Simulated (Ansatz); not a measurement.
Nudged elastic band run: Cl$_{2}$H$_{4}$O$_{2}$Ti

Input:

```yaml
crystal:
  periodic: [false, false, false]
  atoms:
    - { symbol: Ti, position_ang: [-0.101253, -0.37576, 0.058944] }
    - { symbol: Cl, position_ang: [-0.120948, -0.207736, 2.269144] }
    - { symbol: O, position_ang: [1.565761, -0.378298, -0.550788] }
    - { symbol: H, position_ang: [2.033434, -1.075567, -1.046151] }
    - { symbol: Cl, position_ang: [-1.248684, 1.294048, -0.820299] }
    - { symbol: O, position_ang: [-0.871128, -1.896711, -0.400949] }
    - { symbol: H, position_ang: [-1.762373, -2.284369, -0.348821] }
    - { symbol: H, position_ang: [1.373898, 3.064965, 1.389646] }
    - { symbol: H, position_ang: [1.069293, 2.451428, 1.740575] }
basis:
  gaussian: { orbitals: def2-SVP }
hamiltonian:
  xc: pbe
  dispersion: d4
neb:
  order_check: false
  images: 7
  f_tol: 0.05
  max_iterations: 60
  final_atoms:
    - { symbol: Ti, position_ang: [0.325445, -0.45518021, -0.05542532] }
    - { symbol: Cl, position_ang: [1.43499497, -0.34718279, 1.85112085] }
    - { symbol: O, position_ang: [1.13943389, -1.59453212, -1.12981381] }
    - { symbol: H, position_ang: [2.03580869, -1.73216433, -1.48235213] }
    - { symbol: Cl, position_ang: [0.3065923, 1.54563594, -1.00786171] }
    - { symbol: O, position_ang: [-1.33391926, -1.02003289, 0.22457621] }
    - { symbol: H, position_ang: [-1.78321831, -1.80933944, -0.12915925] }
    - { symbol: H, position_ang: [-0.00841262, 2.81665679, 1.683848] }
    - { symbol: H, position_ang: [-0.17872464, 3.18813905, 2.33636816] }
  initial_path:
    images:
      - { positions_ang: [[-0.101253, -0.37576, 0.058944], [-0.120948, -0.207736, 2.269144], [1.565761, -0.378298, -0.550788], [2.033434, -1.075567, -1.046151], [-1.248684, 1.294048, -0.820299], [-0.871128, -1.896711, -0.400949], [-1.762373, -2.284369, -0.348821], [1.373898, 3.064965, 1.389646], [1.069293, 2.451428, 1.740575]] }
      - { positions_ang: [[-0.07675255, -0.28250155, 0.04508649], [-0.08413164, -0.14466695, 2.38259363], [1.62438028, -0.29072682, -0.5768886], [2.05206736, -1.05278599, -0.97424755], [-1.21482663, 1.45199808, -0.81705006], [-0.88494443, -1.81582637, -0.45038351], [-1.66583362, -2.21872815, -0.21497477], [1.22208875, 2.73513493, 1.19110618], [0.96595246, 2.21010282, 1.70605919]] }
      - { positions_ang: [[-0.0522521, -0.18924309, 0.03122899], [-0.04731528, -0.08159791, 2.49604326], [1.68299957, -0.20315563, -0.60298921], [2.07070073, -1.03000498, -0.9023441], [-1.18096926, 1.60994817, -0.81380111], [-0.89876085, -1.73494175, -0.49981802], [-1.56929423, -2.15308729, -0.08112854], [1.0702795, 2.40530486, 0.99256636], [0.86261192, 1.96877764, 1.67154337]] }
      - { positions_ang: [[-0.02775165, -0.09598464, 0.01737148], [-0.01049892, -0.01852886, 2.60949288], [1.74161885, -0.11558445, -0.62908981], [2.08933409, -1.00722397, -0.83044064], [-1.14711188, 1.76789825, -0.81055217], [-0.91257728, -1.65405712, -0.54925253], [-1.47275485, -2.08744644, 0.05271769], [0.91847026, 2.07547478, 0.79402654], [0.75927138, 1.72745245, 1.63702756]] }
      - { positions_ang: [[-0.0032512, -0.00272619, 0.00351397], [0.02631744, 0.04454018, 2.72294251], [1.80023814, -0.02801326, -0.65519041], [2.10796745, -0.98444297, -0.75853719], [-1.11325451, 1.92584833, -0.80730322], [-0.92639371, -1.57317249, -0.59868704], [-1.37621546, -2.02180559, 0.18656392], [0.76666101, 1.74564471, 0.59548672], [0.65593084, 1.48612727, 1.60251174]] }
      - { positions_ang: [[0.07892285, -0.11583969, -0.01122085], [0.37848682, -0.05339056, 2.5049871], [1.63503708, -0.41964298, -0.77384626], [2.08992776, -1.17137331, -0.93949093], [-0.75829281, 1.83079523, -0.85744285], [-1.0282751, -1.43488759, -0.39287123], [-1.47796617, -1.96868905, 0.10763313], [0.5728926, 2.01339773, 0.86757704], [0.44726697, 1.91163022, 1.78597585]] }
      - { positions_ang: [[0.1610969, -0.2289532, -0.02595568], [0.73065621, -0.1513213, 2.28703168], [1.46983602, -0.81127269, -0.89250211], [2.07188807, -1.35830365, -1.12044466], [-0.40333111, 1.73574214, -0.90758247], [-1.13015649, -1.29660269, -0.18705542], [-1.57971689, -1.91557252, 0.02870234], [0.37912419, 2.28115075, 1.13966736], [0.2386031, 2.33713316, 1.96943995]] }
      - { positions_ang: [[0.24327095, -0.3420667, -0.0406905], [1.08282559, -0.24925205, 2.06907627], [1.30463495, -1.20290241, -1.01115796], [2.05384838, -1.54523399, -1.30139839], [-0.0483694, 1.64068904, -0.95772209], [-1.23203788, -1.15831779, 0.01876039], [-1.6814676, -1.86245598, -0.05022846], [0.18535578, 2.54890377, 1.41175768], [0.02993923, 2.7626361, 2.15290405]] }
      - { positions_ang: [[0.325445, -0.45518021, -0.05542532], [1.43499497, -0.34718279, 1.85112085], [1.13943389, -1.59453212, -1.12981381], [2.03580869, -1.73216433, -1.48235213], [0.3065923, 1.54563594, -1.00786171], [-1.33391926, -1.02003289, 0.22457621], [-1.78321831, -1.80933944, -0.12915925], [-0.00841262, 2.81665679, 1.683848], [-0.17872464, 3.18813905, 2.33636816]] }
```

Run as:

```bash
$ ansatz run input.yaml --threads 4 --pin off --max-ram 5120MiB --backend cpu --events-out ev --progress --plain --runs-dir out
```

Output, in part (warnings, iteration lines, the closing report on the highest movable image, with atoms numbered from 0):

```
NEB end point (image 0): max|allowed force component| = 1.345e-2 eV/Å (the criterion of neb.relax_end_points is 1.000e-2)
NEB end point (image 8): max|allowed force component| = 2.158e-2 eV/Å (the criterion of neb.relax_end_points is 1.000e-2)
NEB iter   1: max|band force component| = 1.337e1 eV/Å  barrier→ = 2.6315 eV  barrier← = 2.6345 eV  Δτ_max = 0.2000 Å  (321 SCF iters)
NEB iter   2: max|band force component| = 1.897e0 eV/Å  barrier→ = 1.2914 eV  barrier← = 1.2944 eV  Δτ_max = 0.2000 Å  (258 SCF iters)
NEB iter   3: max|band force component| = 1.454e0 eV/Å  barrier→ = 0.6554 eV  barrier← = 0.6584 eV  Δτ_max = 0.2000 Å  (246 SCF iters)
NEB iter   4: max|band force component| = 1.253e0 eV/Å  barrier→ = 0.5202 eV  barrier← = 0.5233 eV  Δτ_max = 0.1987 Å  (246 SCF iters)
NEB iter   5: max|band force component| = 8.160e-1 eV/Å  barrier→ = 0.4752 eV  barrier← = 0.4782 eV  Δτ_max = 0.1997 Å  (238 SCF iters)
NEB iter   6: max|band force component| = 1.154e0 eV/Å  barrier→ = 0.4632 eV  barrier← = 0.4662 eV  Δτ_max = 0.1999 Å  (237 SCF iters)
NEB iter   7: max|band force component| = 1.061e0 eV/Å  barrier→ = 0.3798 eV  barrier← = 0.3829 eV  Δτ_max = 0.1997 Å  (235 SCF iters)
NEB iter   8: max|band force component| = 1.230e0 eV/Å  barrier→ = 0.2473 eV  barrier← = 0.2503 eV  Δτ_max = 0.1993 Å  (225 SCF iters)
NEB iter   9: max|band force component| = 9.424e-1 eV/Å  barrier→ = 0.1587 eV  barrier← = 0.1617 eV  Δτ_max = 0.2000 Å  (224 SCF iters)
NEB iter  10: max|band force component| = 2.184e0 eV/Å  barrier→ = 0.3079 eV  barrier← = 0.3110 eV  Δτ_max = 0.1010 Å  (231 SCF iters)
NEB iter  11: max|band force component| = 5.521e-1 eV/Å  barrier→ = 0.1231 eV  barrier← = 0.1261 eV  Δτ_max = 0.2000 Å  (228 SCF iters)
NEB iter  12: max|band force component| = 2.471e-1 eV/Å  barrier→ = 0.0835 eV  barrier← = 0.0865 eV  CI = image 4  Δτ_max = 0.2000 Å  (233 SCF iters)
NEB iter  13: max|band force component| = 3.754e-1 eV/Å  barrier→ = 0.0710 eV  barrier← = 0.0740 eV  CI = image 4  Δτ_max = 0.1009 Å  (227 SCF iters)
NEB iter  14: max|band force component| = 3.455e-1 eV/Å  barrier→ = 0.0565 eV  barrier← = 0.0595 eV  CI = image 4  Δτ_max = 0.0993 Å  (230 SCF iters)
NEB iter  15: max|band force component| = 1.949e-1 eV/Å  barrier→ = 0.0527 eV  barrier← = 0.0558 eV  CI = image 4  Δτ_max = 0.0991 Å  (232 SCF iters)
NEB iter  16: max|band force component| = 1.314e-1 eV/Å  barrier→ = 0.0499 eV  barrier← = 0.0530 eV  CI = image 4  Δτ_max = 0.0969 Å  (223 SCF iters)
NEB iter  17: max|band force component| = 1.047e-1 eV/Å  barrier→ = 0.0478 eV  barrier← = 0.0508 eV  CI = image 4  Δτ_max = 0.0991 Å  (222 SCF iters)
NEB iter  18: max|band force component| = 6.578e-2 eV/Å  barrier→ = 0.0467 eV  barrier← = 0.0497 eV  CI = image 4  Δτ_max = 0.0386 Å  (220 SCF iters)
NEB iter  19: max|band force component| = 5.212e-2 eV/Å  barrier→ = 0.0457 eV  barrier← = 0.0487 eV  CI = image 4  Δτ_max = 0.0987 Å  (218 SCF iters)
NEB iter  20: max|band force component| = 1.363e-1 eV/Å  barrier→ = 0.0446 eV  barrier← = 0.0477 eV  CI = image 4  Δτ_max = 0.0400 Å  (222 SCF iters)
NEB iter  21: max|band force component| = 7.454e-2 eV/Å  barrier→ = 0.0440 eV  barrier← = 0.0470 eV  CI = image 4  Δτ_max = 0.0506 Å  (224 SCF iters)
NEB iter  22: max|band force component| = 7.660e-2 eV/Å  barrier→ = 0.0436 eV  barrier← = 0.0466 eV  CI = image 4  Δτ_max = 0.0250 Å  (223 SCF iters)
NEB iter  23: max|band force component| = 3.961e-2 eV/Å  barrier→ = 0.0437 eV  barrier← = 0.0467 eV  CI = image 4  Δτ_max = 0.0000 Å  (409 SCF iters)
Total energy: -52291.75878238 eV, -1921.6866906253 hartree
Atom 0 at     0.217632    -0.408312    -0.099192 Å, force    -0.002009    -0.009279    -0.011214 eV/Å
Atom 1 at     0.763007    -0.251466     2.040587 Å, force     0.002953    -0.000367     0.000246 eV/Å
Atom 2 at     1.614873    -0.999413    -0.988091 Å, force     0.022993     0.011941    -0.001262 eV/Å
Atom 3 at     2.152018    -1.749953    -1.289945 Å, force    -0.012487    -0.010142     0.006558 eV/Å
Atom 4 at    -0.379796     1.567649    -0.903690 Å, force    -0.004777     0.003193     0.000779 eV/Å
Atom 5 at    -1.120793    -1.535953    -0.247075 Å, force    -0.022436     0.012427     0.002719 eV/Å
Atom 6 at    -1.476851    -2.435129    -0.330700 Å, force     0.015338    -0.007223     0.000545 eV/Å
Atom 7 at     0.086347     2.893051     1.826032 Å, force    -0.000944     0.001381    -0.000419 eV/Å
Atom 8 at     0.081564     3.511526     2.283375 Å, force     0.001369    -0.001931     0.002049 eV/Å
Dipole moment:     0.071072    -0.948518    -0.360154 e Å
```

The run converged. The profile has 2 maxima (images 4, 7) with wells between them (image 5): this band takes more than one step, which may be the mechanism or a detour left from its start path. A vibrational analysis at the climbing image gives one clearly imaginary mode, 218i cm⁻¹: a first-order saddle point.

Final band:

```tsv
image	path coordinate (Å)	energy (kcal/mol)
0	0.00	0.0
1	0.92	0.0
2	1.85	-0.1
3	2.77	-0.1
4	3.70	1.0
5	4.51	-0.1
6	5.31	0.4
7	6.12	0.4
8	6.92	-0.1
```

Run time: 4.3 min on 4 threads of Arm Neoverse V1, with other jobs on the host, peak memory 0.2 GiB.
